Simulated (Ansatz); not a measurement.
`OC1N=C1[SiH3]`, charge 0, multiplicity 1.

Give a relaxed structure at PBE0-D4/def2-TZVP (the Gaussian-basis code of Ansatz). (Estimate.)

The calculation gave: 
```xyz
10

O     1.627   -0.838    1.247
C     0.266   -0.606    1.211
N    -0.210    0.793    1.307
C    -0.253    0.244    0.168
Si   -0.671    0.607   -1.610
H     1.910   -0.878    2.166
H    -0.347   -1.370    1.685
H     0.559    0.415   -2.414
H    -1.173    1.997   -1.725
H    -1.708   -0.364   -2.035
```
This is one stationary point; other conformers may exist.
